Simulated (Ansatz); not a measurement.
Computed with Ansatz on PBE0-D4/def2-TZVP structures; ΔE is electronic, products minus reactants. CCSD(T)/CBS is the MP2 limit (def2-TZVPP, def2-QZVPP) plus CCSD(T) − MP2 in def2-TZVPP, frozen cores. This one scheme is used for every species, atoms too. Functionals use def2-TZVPP. HSE06 is defined as in plane-wave codes. Open shells (•) are unrestricted, without spin–orbit coupling. Spin–orbit coupling would lower the free atoms: a little for C, O; clearly for Ga. For Ga outer-core shells are correlated without core-valence functions, so the limit isn't a true one: a few kJ/mol of doubt a bond, and 10 to 20 or more in all where bonds break to atoms. Scalar relativity is left out up to krypton.

Reaction (atomization): `[GaH2][CH]1CO1` → 2 C• + Ga• + 5 H• + O•

What is ΔE at CCSD(T)/CBS? (An estimate is asked.)

Computed: +3066.5 kJ/mol.

What do these levels give: PBE-D4, B97M-V, HSE06-D4, ωB97X-V, ωB97M-V, r2SCAN, PBE0, BHLYP, MP2/def2-SVP, HF/def2-TZVPP, HF/def2-QZVPP, CCSD/CBS(def2)? (Estimate.)

The calculation gave: PBE-D4 3139.9, B97M-V 3080.8, HSE06-D4 3075.9, ωB97X-V 3080.6, ωB97M-V 3066.1, r2SCAN 3077.8, PBE0 3060.5, BHLYP 2920.2, MP2/def2-SVP 2953.9, HF/def2-TZVPP 2138.6, HF/def2-QZVPP 2142.4, CCSD/CBS(def2) 3013.8 kJ/mol.

Largest T1 diagnostic among the species: 0.013.

At CCSD(T), def2-SVP lies −157.9 kJ/mol from the extrapolated value and def2-TZVPP −69.5 kJ/mol: correlation converges slowly with the basis, and small sets miss more of it in the bonded molecule than in its fragments. In def2-TZVPP, CCSD(T) changes the Hartree–Fock value by +858.4 kJ/mol (the triples alone add +52.7 kJ/mol) and MP2 by +917.2 kJ/mol; breaking electron pairs costs correlation energy, which Hartree–Fock lacks. From PBE to PBE0 (25 % exact exchange), in def2-TZVPP and without D4, ΔE moves by −63.6 kJ/mol: exact exchange takes away binding that semilocal exchange gives to molecules.

For atomizations the MP2-based limit and the directly extrapolated one differ by several kJ/mol either way, and by 10 to 25 for some Ge, Se and Sn compounds, so smaller differences from it don't rank the levels.
